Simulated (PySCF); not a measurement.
Molecule: `BC(C)(C)C`, C4H11B.

Atom-mapped SMILES (the numbers label the heavy atoms): `[BH2:1][C:2]([CH3:3])([CH3:4])[CH3:5]`; H(Xn) means a hydrogen on atom n.

Geometry PBE0-D3(BJ)/def2-SVP throughout; GIAO in PySCF 2.14, gas phase, one conformer, non-relativistic; equivalent atoms averaged; functional PBE0.

For orientation, 6-31G gives these shifts δ (against BF3·OEt2, TMS at the same level): B1 78.1, C2 32.2, C3/C4/C5 25.1, H(B1) 8.11, H(C3)/H(C4)/H(C5) 1.24 ppm.

A run gave: B1 80.8, C2 29.0, C3/C4/C5 24.4, H(B1) 7.26, H(C3)/H(C4)/H(C5) 0.91 ppm (shifts δ (against BF3·OEt2, TMS at the same level)).

**Question.** Which basis set was used in that run?
A. STO-3G
B. 6-311+G(2d,p)
C. def2-SVP
D. def2-TZVP

**Answer.** C. C2 tells them apart best: def2-SVP gives 29.0, def2-TZVP gives 33.0, STO-3G gives 32.5, 6-311+G(2d,p) gives 32.9 ppm.
